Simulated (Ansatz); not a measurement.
Relaxation of AlGeH5N2 (9 atoms, charge 0, multiplicity 1), to a largest force component of 0.015 eV/Å in at most 40 steps.

Level of theory: Ansatz 0.2.0, RHF/def2-SVP.

```xyz
9
Properties=species:S:1:pos:R:3:forces:R:3
N -0.314 2.016 -1.335 3.91 1.31 -0.49
Al 0.142 0.581 -0.248 -0.86 -0.25 0.68
N 1.369 -0.570 0.571 2.56 0.73 -3.59
Ge -0.141 -1.377 1.092 -3.23 0.19 1.10
H 0.149 1.891 -2.302 -1.31 0.50 2.18
H 0.179 2.922 -0.944 -1.64 -2.51 -1.27
H 1.847 -1.144 -0.176 0.03 0.93 1.74
H -0.400 -2.714 0.348 0.09 -0.04 0.72
H -0.484 -1.179 2.652 0.45 -0.86 -1.07
```

Problem. Where does it end, and by what steps?

Solution. The forces met the threshold. After 13 steps the energy has fallen by 1.962 eV; H6 moved furthest, 1.06 Å.

```tsv
step	energy less start (eV)	largest force component (eV/Å)	accepted
0	0.0000	3.915	yes
1	-1.0068	2.422	yes
2	-1.4255	1.321	yes
3	-1.6543	0.682	yes
4	-1.7354	1.009	yes
5	-1.7958	1.101	yes
6	-1.8657	0.478	yes
7	-1.9152	0.269	yes
8	-1.9299	0.423	yes
9	-1.9416	0.769	yes
10	-1.9592	0.174	yes
11	-1.9613	0.040	yes
12	-1.9615	0.029	yes
13	-1.9616	0.011	yes
```

```xyz
9
Properties=species:S:1:pos:R:3
N 0.047 2.029 -1.295
Al 0.148 0.558 -0.337
N 1.225 -0.755 0.081
Ge -0.295 -1.261 1.101
H 0.782 2.394 -1.870
H -0.756 2.625 -1.346
H 2.109 -1.218 0.006
H -0.882 -2.629 0.700
H -0.032 -1.318 2.618
```

Run time: 33 s on 1 thread of AMD EPYC 7B13 (Zen 3) (shared host), peak memory 0.24 GiB.
